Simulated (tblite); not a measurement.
Compound: CH2GeN (charge -1).
SMILES: `N#[C][GeH2-]`

Computed values, GFN2-xTB/tblite, gas phase, harmonic and unscaled. Against measured fundamentals such values can be off by several per cent, at times by over 20. Modes of hydrogen on germanium can be 10 to 20 % off.

Harmonic wavenumbers (cm⁻¹): 215.9, 218.6, 388.9, 626.7, 669.1, 844.5, 1077.8, 1152.1, 2247.1.

A = 88202, B = 3576, C = 3572 MHz; mass 101.940 u (most abundant isotopes); point group Cs, symmetry number 1.

Problem. What is the zero-point energy?

Solution. Half the sum of the wavenumbers: 3720 cm⁻¹ = 44.51 kJ/mol.

Problem. Give the ideal-gas entropy at 298.15 K and 1 bar in the rigid-rotor, harmonic-oscillator model (classical rotation).

Solution. Translation 166.53, rotation 96.95, vibration 25.15: S = 288.6 J/(mol K).

Problem. And Cp and H(298.15 K) − H(0)?

Solution. Cp = 67.20 J/(mol K), of which vibrations give 33.94 (their classical limit is 9 R = 74.8); H(298.15 K) − H(0) = 14.57 kJ/mol without the zero-point energy, 4.66 from vibrations.

Problem. How do the functions run with temperature in this model?

Solution. 
| T (K) | S (J/(mol K)) | Cp (J/(mol K)) | H − H(0) (kJ/mol) | G − H(0) (kJ/mol) | ln q(vib) |
| --- | --- | --- | --- | --- | --- |
| 150 | 249.0 | 49.4 | 5.88 | -31.47 | 0.29 |
| 250 | 277.3 | 62.0 | 11.46 | -57.85 | 0.85 |
| 400 | 309.7 | 76.2 | 21.90 | -101.98 | 1.80 |
| 600 | 343.0 | 87.5 | 38.38 | -167.40 | 3.07 |
| 900 | 380.3 | 96.1 | 66.07 | -276.17 | 4.80 |

q(vib) and H(0) count from the zero-point level.

Problem. What must be added to the electronic energy to get the Gibbs energy at 298.15 K and 1 bar?

Solution. ZPE + [H(298.15 K) − H(0)] − T·S = 44.51 + 14.57 − 86.06 = -26.98 kJ/mol.

Hindered rotation and anharmonicity are outside this model.
